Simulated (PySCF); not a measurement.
CH3BI2O, SMILES O(B(I)I)C.

Geometry optimised at r2SCAN-D4/def2-SVP. The def2 effective core potentials stand for the cores of I; spin–orbit coupling is left out. Other conformers were not sampled.

Two levels are set side by side: TDDFT-PBE/def2-SVPD (PySCF) and TDDFT-CAM-B3LYP/def2-SVPD (PySCF). Vertical, same geometry. The lowest singlet is HOMO→LUMO 100 % with PBE and HOMO→LUMO 99 % with the other functional; states are paired by order. Differences are taken from unrounded values.

```csv
quantity,TDDFT-CAM-B3LYP
lowest singlet excitation (eV),5.12
lowest triplet excitation (TDA) (eV),5.01
first bright state (f over 0.05) (eV),5.83
its oscillator strength,0.17
```

Problem. What does TDDFT-PBE give, and how far is it from TDDFT-CAM-B3LYP? (The exact figures need the calculation; the answer reports its results.)

Solution. 
```json
[
 {"quantity": "lowest singlet excitation (eV)", "TDDFT-PBE": "4.27", "TDDFT-PBE minus TDDFT-CAM-B3LYP": "-0.85"},
 {"quantity": "lowest triplet excitation (TDA) (eV)", "TDDFT-PBE": "4.16", "TDDFT-PBE minus TDDFT-CAM-B3LYP": "-0.85"},
 {"quantity": "first bright state (f over 0.05) (eV)", "TDDFT-PBE": "5.14", "TDDFT-PBE minus TDDFT-CAM-B3LYP": "-0.69"},
 {"quantity": "its oscillator strength", "TDDFT-PBE": "0.15", "TDDFT-PBE minus TDDFT-CAM-B3LYP": "-0.02"}
]
```

Functionals without exact exchange tend to place singlet excitations lower, as here. Differences between two approximate levels are no errors against the true value.

Rough cost on one machine, each run with all the roots and properties that it gave: TDDFT-CAM-B3LYP against TDDFT-PBE about 7 times.
